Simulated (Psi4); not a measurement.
H₆GeP₂, singlet, at a GFN2-xTB geometry; HF/cc-pV(T+d)Z in Psi4.

Here is a job for Psi4.
```
memory 2 GB

molecule mol {
0 1
  Ge   -0.053646   -0.572972    0.171807
  P     1.939151    0.176627   -0.744122
  P    -1.847326    0.876096    0.406282
  H     0.245397   -1.185086    1.528263
  H    -0.518954   -1.775123   -0.628791
  H     1.298617    0.942308   -1.710451
  H     2.021479    1.253215    0.129982
  H    -1.086540    1.827354    1.074258
  H    -1.620717    1.481591   -0.823501
}

set basis cc-pv(t+d)z
set reference rhf

energy('scf')
print_variables()
```

The log (banner, timings and long lists left out):

```
   => Loading Basis Set <=

    Name: CC-PV(T+D)Z
    Role: ORBITAL
    Keyword: BASIS

         ---------------------------------------------------------
                                   SCF
               by Justin Turney, Rob Parrish, Andy Simmonett
                          and Daniel G. A. Smith
                              RHF Reference
         ---------------------------------------------------------

  ==> Geometry <==

    Molecular point group: c1
    Full point group: C1

    Geometry (in Angstrom), charge = 0, multiplicity = 1:

       Center              X                  Y                   Z               Mass
    ------------   -----------------  -----------------  -----------------  -----------------
         GE          -0.048153491574    -0.522351751956     0.159106544713    73.921177761000
         P            1.944643508426     0.227247248044    -0.756822455287    30.973761998420
         P           -1.841833491574     0.926716248044     0.393581544713    30.973761998420
         H            0.250889508426    -1.134465751956     1.515562544713     1.007825032230
         H           -0.513461491574    -1.724502751956    -0.641491455287     1.007825032230
         H            1.304109508426     0.992928248044    -1.723151455287     1.007825032230
         H            2.026971508426     1.303835248044     0.117281544713     1.007825032230
         H           -1.081047491574     1.877974248044     1.061557544713     1.007825032230
         H           -1.615224491574     1.532211248044    -0.836201455287     1.007825032230

  Running in c1 symmetry.

  Rotational constants: A =      0.25851  B =      0.06307  C =      0.05288 [cm^-1]
  Rotational constants: A =   7749.95833  B =   1890.80915  C =   1585.25804 [MHz]
  Nuclear repulsion =  339.338243352631309

  Charge       = 0
  Multiplicity = 1
  Electrons    = 68
  Nalpha       = 34
  Nbeta        = 34

  ==> Algorithm <==

  SCF Algorithm Type is DF.
  DIIS enabled.
  MOM disabled.
  Fractional occupation disabled.
  Guess Type is SAD.
  Energy threshold   = 1.00e-06
  Density threshold  = 1.00e-06
  Integral threshold = 1.00e-12

  ==> Primary Basis <==

  Basis Set: CC-PV(T+D)Z
    Blend: CC-PV(T+D)Z
    Number of shells: 77
    Number of basis functions: 205
    Number of Cartesian functions: 229
    Spherical Harmonics?: true
    Max angular momentum: 3

   => Loading Basis Set <=

    Name: (CC-PV(T+D)Z AUX)
    Role: JKFIT
    Keyword: DF_BASIS_SCF

  ==> Integral Setup <==

  SCF_SUBTYPE=INCORE selected. In-core MEM_DF algorithm will be used.
  Using in-core AOs.

  ==> MemDFJK: Density-Fitted J/K Matrices <==

    J tasked:                   Yes
    K tasked:                   Yes
    wK tasked:                   No
    Algorithm:                 Core
    Schwarz Cutoff:           1E-12
    Mask sparsity (%):       2.5985
    Fitting Condition:        1E-10

   => Auxiliary Basis Set <=

  Basis Set: (CC-PV(T+D)Z AUX)
    Blend: CC-PVTZ-JKFIT
    Number of shells: 185
    Number of basis functions: 629
    Number of Cartesian functions: 769
    Spherical Harmonics?: true
    Max angular momentum: 4

  Minimum eigenvalue in the overlap matrix is 1.9182523758E-03.
  Reciprocal condition number of the overlap matrix is 3.2571186681E-04.
    Using symmetric orthogonalization.

  ==> Pre-Iterations <==

  SCF Guess: Superposition of Atomic Densities via on-the-fly atomic UHF (no occupation information).

   -------------------------
    Irrep   Nso     Nmo
   -------------------------
     A        205     205
   -------------------------
    Total     205     205
   -------------------------

  ==> Iterations <==

                           Total Energy        Delta E     RMS |[F,P]|

   @DF-RHF iter SAD: -2756.22320732803973   -2.75622e+03   0.00000e+00
   @DF-RHF iter   1: -2759.26261802145336   -3.03941e+00   1.00063e-02 ADIIS/DIIS
   @DF-RHF iter   2: -2759.89564587644281   -6.33028e-01   7.94810e-03 ADIIS/DIIS
   @DF-RHF iter   3: -2760.40754616504046   -5.11900e-01   4.02741e-04 ADIIS/DIIS
   @DF-RHF iter   4: -2760.41263959696425   -5.09343e-03   1.10118e-04 ADIIS/DIIS
   @DF-RHF iter   5: -2760.41323571191924   -5.96115e-04   2.68056e-05 DIIS
   @DF-RHF iter   6: -2760.41328250413835   -4.67922e-05   7.65096e-06 DIIS
   @DF-RHF iter   7: -2760.41328623564459   -3.73151e-06   1.66257e-06 DIIS
   @DF-RHF iter   8: -2760.41328640364691   -1.68002e-07   3.51477e-07 DIIS
  Energy and wave function converged.

  ==> Post-Iterations <==

    Orbital Energies [Eh]
    ---------------------

    Doubly Occupied:

       1A   -405.233522     2A    -79.939836     3A    -79.939836
       4A    -52.141262     5A    -46.228378     6A    -46.228319
       7A    -46.228282     8A     -7.484583     9A     -7.484579
      10A     -7.185603    11A     -5.377983    12A     -5.377982
      13A     -5.377662    14A     -5.377662    15A     -5.377048
      16A     -5.377047    17A     -5.160671    18A     -5.160578
      19A     -5.160538    20A     -1.636350    21A     -1.636235
      22A     -1.634571    23A     -1.632639    24A     -1.632373
      25A     -0.879426    26A     -0.844713    27A     -0.688489
      28A     -0.547800    29A     -0.528486    30A     -0.464555
      31A     -0.461319    32A     -0.426973    33A     -0.416149
      34A     -0.345419

    Virtual:

      35A      0.101633    36A      0.119344    37A      0.130194
      38A      0.140429    39A      0.152308    40A      0.157452
      41A      0.192846    42A      0.203475    43A      0.249218
      44A      0.260483    45A      0.264267    46A      0.309203
      47A      0.312020    48A      0.314144    49A      0.326977
      50A      0.330712    51A      0.348609    52A      0.383211
      53A      0.407969    54A      0.419089    55A      0.431940
      56A      0.458591    57A      0.477861    58A      0.496462
      59A      0.510833    60A      0.515289    61A      0.533821
      62A      0.545110    63A      0.588785    64A      0.598308
      65A      0.611334    66A      0.671608    67A      0.698591
      68A      0.700042    69A      0.711837    70A      0.735817
      71A      0.772540    72A      0.786484    73A      0.823343
      74A      0.858286    75A      0.866642    76A      0.936996
      77A      1.011984    78A      1.021553    79A      1.036105
      80A      1.061033    81A      1.078256    82A      1.080799
      83A      1.108233    84A      1.111695    85A      1.137496
      86A      1.148345    87A      1.192379    88A      1.255687
      89A      1.268586    90A      1.282148    91A      1.332680
      92A      1.338111    93A      1.373761    94A      1.402160
      95A      1.410864    96A      1.439566    97A      1.453122
      98A      1.469475    99A      1.485213   100A      1.487679
     101A      1.497121   102A      1.513286   103A      1.548014
     104A      1.569671   105A      1.585528   106A      1.601377
     107A      1.609981   108A      1.623844   109A      1.659114
     110A      1.709978   111A      1.722529   112A      1.773842
     113A      1.778005   114A      1.785315   115A      1.789567
     116A      1.799287   117A      1.820005   118A      1.877315
     119A      1.903012   120A      1.947967   121A      1.977484
     122A      1.984446   123A      2.003902   124A      2.017921
     125A      2.039910   126A      2.039954   127A      2.048815
     128A      2.122161   129A      2.136981   130A      2.186129
     131A      2.195291   132A      2.236138   133A      2.455136
     134A      2.504915   135A      2.524732   136A      2.720485
     137A      2.760747   138A      2.960450   139A      2.993997
     140A      3.021590   141A      3.058600   142A      3.111035
     143A      3.126906   144A      3.146953   145A      3.477516
     146A      3.479073   147A      3.516048   148A      3.522955
     149A      3.526453   150A      3.555082   151A      3.592437
     152A      3.601249   153A      3.654012   154A      3.655150
     155A      3.706218   156A      3.729913   157A      3.856365
     158A      3.862173   159A      3.865046   160A      3.874241
     161A      3.905768   162A      3.912967   163A      3.948524
     164A      3.982005   165A      4.035609   166A      4.040121
     167A      4.058392   168A      4.077282   169A      4.081784
     170A      4.094431   171A      4.118928   172A      4.160803
     173A      4.230564   174A      4.245611   175A      4.258861
     176A      4.281565   177A      4.318271   178A      4.318321
     179A      4.342908   180A      4.359136   181A      4.388860
     182A      4.431774   183A      4.447508   184A      4.471073
     185A      4.488264   186A      4.493977   187A      4.536165
     188A      4.578667   189A      4.587506   190A      4.961203
     191A      4.996234   192A      5.041716   193A      5.202143
     194A      5.678499   195A      5.791130   196A      6.368452
     197A      6.373916   198A      6.382011   199A      6.385972
     200A      6.454177   201A      6.459292   202A      6.939829
     203A      6.946124   204A      7.346790   205A      7.347134

    Final Occupation by Irrep:
              A
    DOCC [    34 ]
    NA   [    34 ]
    NB   [    34 ]

  @DF-RHF Final Energy: -2760.41328640364691

   => Energetics <=

    Nuclear Repulsion Energy =            339.3382433526313093
    One-Electron Energy =               -4520.2696339426129271
    Two-Electron Energy =                1420.5181041863347673
    Total Energy =                      -2760.4132864036469073

Computation Completed

Properties will be evaluated at   0.000000,   0.000000,   0.000000 [a0]

Properties computed using the SCF density matrix

 Multipole Moments:

 ------------------------------------------------------------------------------------
     Multipole            Electronic (a.u.)      Nuclear  (a.u.)        Total (a.u.)
 ------------------------------------------------------------------------------------

 L = 1.  Multiply by 2.5417464519 to convert [e a0] to [Debye]
 Dipole X            :         -0.6572764            0.7057665            0.0484901
 Dipole Y            :         -6.1303846            6.5047716            0.3743870
 Dipole Z            :          1.5640246           -1.6320562           -0.0680316
 Magnitude           :                                                    0.3835951

 ------------------------------------------------------------------------------------

  Variable Map:
  ----------------------------------------------------------------------------
  "CURRENT ENERGY"           =>   -2760.413286403647
  "CURRENT REFERENCE ENERGY" =>   -2760.413286403647
  "DD SOLVATION ENERGY"      =>       0.000000000000
  "HF KINETIC ENERGY"        =>    2760.664827530607
  "HF POTENTIAL ENERGY"      =>   -5521.078113934254
  "HF TOTAL ENERGY"          =>   -2760.413286403647
  "HF VIRIAL RATIO"          =>       1.999908883859
  "NUCLEAR REPULSION ENERGY" =>     339.338243352631
  "ONE-ELECTRON ENERGY"      =>   -4520.269633942613
  "PCM POLARIZATION ENERGY"  =>       0.000000000000
  "PE ENERGY"                =>       0.000000000000
  "SCF ITERATION ENERGY"     =>   -2760.413286403647
  "SCF ITERATIONS"           =>       8.000000000000
  "SCF TOTAL ENERGY"         =>   -2760.413286403647
  "TWO-ELECTRON ENERGY"      =>    1420.518104186335

  Array Variable Map:
  ----------------------------------------------------------------------------
  "CURRENT DIPOLE"           =>       0.048490109326 ... -0.068031605145 1 by 3
  "SCF DIPOLE"               =>       0.048490109326 ... -0.068031605145 1 by 3
  "SCF TOTAL ENERGIES"       =>   -2756.223207328040 ... -2760.413286403647 1 by 9
```
